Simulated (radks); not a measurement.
Species: the europium ion Eu15+. Configuration: [Kr] 4d10 4f2.

All-electron calculation, Dirac Kohn-Sham, relativistic LDA (MacDonald-Vosko exchange, VWN5 correlation), spin-unpolarised, spherical densities, finite nucleus; open shells fill j = l - 1/2 first; Fermi nuclear charge, rms radius 5.1115 fm. Program: a radial shooting solver on a logarithmic mesh with Libxc functionals.

Energy parts (eV):
part                      energy
total                 -292683.91
kinetic                317287.37
electron-nucleus      -702415.48
Hartree                 98048.52
exchange-correlation    -5604.31

Orbitals (lengths in bohr, moments of r in powers of bohr; r(max) is where P^2 peaks):
[
 {"orbital": "1s1/2", "occ.": "2", "eigenvalue (eV)": "-48323.66", "<1/r>": "69.92", "r(max)": "0.01426", "<r^2>": "0.0006848", "<r^4>": "1.245e-06", "small-component weight": "5.46e-02"},
 {"orbital": "2s1/2", "occ.": "2", "eigenvalue (eV)": "-8208.450", "<1/r>": "16.66", "r(max)": "0.08103", "<r^2>": "0.01070", "<r^4>": "0.0001980", "small-component weight": "1.20e-02"},
 {"orbital": "2p1/2", "occ.": "2", "eigenvalue (eV)": "-7812.991", "<1/r>": "16.65", "r(max)": "0.06123", "<r^2>": "0.007767", "<r^4>": "0.0001225", "small-component weight": "1.21e-02"},
 {"orbital": "2p3/2", "occ.": "4", "eigenvalue (eV)": "-7172.150", "<1/r>": "14.79", "r(max)": "0.06695", "<r^2>": "0.009003", "<r^4>": "0.0001591", "small-component weight": "1.12e-02"},
 {"orbital": "3s1/2", "occ.": "2", "eigenvalue (eV)": "-2056.187", "<1/r>": "6.070", "r(max)": "0.2298", "<r^2>": "0.07144", "<r^4>": "0.007714", "small-component weight": "3.80e-03"},
 {"orbital": "3p1/2", "occ.": "2", "eigenvalue (eV)": "-1883.681", "<1/r>": "5.990", "r(max)": "0.2167", "<r^2>": "0.06655", "<r^4>": "0.007014", "small-component weight": "3.74e-03"},
 {"orbital": "3p3/2", "occ.": "4", "eigenvalue (eV)": "-1752.811", "<1/r>": "5.519", "r(max)": "0.2289", "<r^2>": "0.07364", "<r^4>": "0.008522", "small-component weight": "3.51e-03"},
 {"orbital": "3d3/2", "occ.": "4", "eigenvalue (eV)": "-1451.510", "<1/r>": "5.399", "r(max)": "0.1819", "<r^2>": "0.05889", "<r^4>": "0.006191", "small-component weight": "3.39e-03"},
 {"orbital": "3d5/2", "occ.": "6", "eigenvalue (eV)": "-1422.900", "<1/r>": "5.281", "r(max)": "0.1853", "<r^2>": "0.06087", "<r^4>": "0.006576", "small-component weight": "3.32e-03"},
 {"orbital": "4s1/2", "occ.": "2", "eigenvalue (eV)": "-649.8153", "<1/r>": "2.594", "r(max)": "0.5242", "<r^2>": "0.3485", "<r^4>": "0.1740", "small-component weight": "1.26e-03"},
 {"orbital": "4p1/2", "occ.": "2", "eigenvalue (eV)": "-582.0523", "<1/r>": "2.501", "r(max)": "0.5275", "<r^2>": "0.3623", "<r^4>": "0.1923", "small-component weight": "1.20e-03"},
 {"orbital": "4p3/2", "occ.": "4", "eigenvalue (eV)": "-551.1110", "<1/r>": "2.345", "r(max)": "0.5521", "<r^2>": "0.3957", "<r^4>": "0.2286", "small-component weight": "1.12e-03"},
 {"orbital": "4d3/2", "occ.": "4", "eigenvalue (eV)": "-437.8529", "<1/r>": "2.166", "r(max)": "0.5554", "<r^2>": "0.4304", "<r^4>": "0.2853", "small-component weight": "9.82e-04"},
 {"orbital": "4d5/2", "occ.": "6", "eigenvalue (eV)": "-431.9405", "<1/r>": "2.129", "r(max)": "0.5630", "<r^2>": "0.4416", "<r^4>": "0.2998", "small-component weight": "9.62e-04"},
 {"orbital": "4f5/2", "occ.": "2", "eigenvalue (eV)": "-294.9237", "<1/r>": "1.822", "r(max)": "0.5280", "<r^2>": "0.5048", "<r^4>": "0.4464", "small-component weight": "7.19e-04"},
 {"orbital": "4f7/2", "occ.": "0", "eigenvalue (eV)": "-293.8544", "<1/r>": "1.811", "r(max)": "0.5311", "<r^2>": "0.5098", "<r^4>": "0.4545", "small-component weight": "7.13e-04"}
]

The highest occupied level is 4f5/2 at -294.92 eV. Summed over all electrons, <r^2> = 9.631 bohr^2, which gives a Langevin (diamagnetic) susceptibility term of -7.63 x 10^-6 cm^3/mol. The electron density at the nucleus is 5.713e+05 e/bohr^3. The density falls to 0.001 e/bohr^3 at r = 1.75 bohr.
